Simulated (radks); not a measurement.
Results of a calculation; reference values are marked as such.
Mean orbital radii <r> (bohr) of neutral selenium, [Ar] 3d10 4s2 4p4, at several levels of relativity; Dirac values are averaged over j with weights 2j + 1. Spin-unpolarised spherical Kohn-Sham, BLYP, point nucleus unless stated (finite: rms radius 4.14 fm), a radial shooting solver on a logarithmic mesh with Libxc functionals. A level marked "c x" has the speed of light scaled by that factor and shares open shells by 2j + 1; other Dirac levels either fill j = l - 1/2 first or share by 2j + 1.

shell,non-rel.,scalar-rel.,"Dirac, 2j+1 shares","Dirac, 2j+1 shares, finite nucleus","change of magnitude, last against first (%)"
1s,0.04499,0.04408,0.04408,0.04408,-2.03
2s,0.2000,0.1960,0.1957,0.1957,-2.16
2p,0.1728,0.1711,0.1710,0.1710,-1.02
3s,0.5853,0.5742,0.5741,0.5741,-1.91
3p,0.5945,0.5898,0.5896,0.5896,-0.81
3d,0.6283,0.6310,0.6311,0.6311,+0.44
4s,1.822,1.790,1.790,1.790,-1.77
4p,2.317,2.312,2.312,2.312,-0.21
